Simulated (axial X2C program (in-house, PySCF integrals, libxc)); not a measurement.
Bond lengths and stretching modes, held linear, of NMoO²⁺

Calculated with an in-house all-electron X2C program for linear molecules (integrals from PySCF): two-component X2C with atomic mean-field Coulomb and Gaunt terms, Gaussian nuclei, basis N dyall-av3z, Mo dyall-v3z, O dyall-av3z with contracted cores. Spin-free rows use the one-electron spin-free X2C Hamiltonian.

Masses N 14.003, Mo 97.905, O 15.995 u. States: 2c Ω = 5/2 (beyond evenly filled blocks: ω = 5/2); spin-free M_S = 5/2, Λ = 0 (beyond evenly filled blocks: σα, π+α, π-α, δ+α, δ-α).

PBE0, 2c: energies above the lowest point

```json
{"r(N–Mo) (Å)": "2.4141", "r(Mo–O) (Å)": "1.5444", "E (meV)": "54.86"}
{"r(N–Mo) (Å)": "2.4141", "r(Mo–O) (Å)": "1.5840", "E (meV)": "10.70"}
{"r(N–Mo) (Å)": "2.4141", "r(Mo–O) (Å)": "1.6236", "E (meV)": "74.06"}
{"r(N–Mo) (Å)": "2.4760", "r(Mo–O) (Å)": "1.5444", "E (meV)": "41.25"}
{"r(N–Mo) (Å)": "2.4760", "r(Mo–O) (Å)": "1.5840", "E (meV)": "0.00"}
{"r(N–Mo) (Å)": "2.4760", "r(Mo–O) (Å)": "1.6236", "E (meV)": "65.80"}
{"r(N–Mo) (Å)": "2.4760", "r(Mo–O) (Å)": "1.6632", "E (meV)": "215.33"}
{"r(N–Mo) (Å)": "2.5379", "r(Mo–O) (Å)": "1.5444", "E (meV)": "41.68"}
{"r(N–Mo) (Å)": "2.5379", "r(Mo–O) (Å)": "1.5840", "E (meV)": "2.94"}
{"r(N–Mo) (Å)": "2.5379", "r(Mo–O) (Å)": "1.6236", "E (meV)": "70.85"}
{"r(N–Mo) (Å)": "2.5998", "r(Mo–O) (Å)": "1.5840", "E (meV)": "16.17"}
{"r(N–Mo) (Å)": "2.5998", "r(Mo–O) (Å)": "1.6632", "E (meV)": "238.45"}
```

Question: Fit a quadratic surface with cubic terms in each bond: where is the minimum, and what are the two stretching wavenumbers?

Answer: At PBE0, 2c: bonds 2.494 and 1.578 Å; harmonic stretches 266.1 and 1178.4 cm⁻¹; force constants 0.521, 11.3 and coupling 0.14 mdyn/Å.

The other levels and Hamiltonians give:

```json
{"Hamiltonian": "2c", "level": "PBE", "r(N–Mo) (Å)": "2.480", "r(Mo–O) (Å)": "1.606", "lower stretch (cm⁻¹)": "255.6", "upper stretch (cm⁻¹)": "1109.2"}
{"Hamiltonian": "spin-free", "level": "PBE0", "r(N–Mo) (Å)": "2.494", "r(Mo–O) (Å)": "1.578", "lower stretch (cm⁻¹)": "266.0", "upper stretch (cm⁻¹)": "1178.2"}
{"Hamiltonian": "spin-free", "level": "PBE", "r(N–Mo) (Å)": "2.479", "r(Mo–O) (Å)": "1.607", "lower stretch (cm⁻¹)": "255.5", "upper stretch (cm⁻¹)": "1109.0"}
```

Each state is one determinant, the lowest of a limited PBE0 search; the stretches come from a fit to these few points and carry an uncertainty of a few per cent. Other orders of the atoms were not compared. Left out for rough or failed fits: HF 2c, MP2 2c, HF spin-free, MP2 spin-free. A multiply charged ion may be only metastable. The molecule was held linear; bending was not examined, so a bent shape may lie lower. Note: several unpaired electrons, one determinant need not be a pure state.
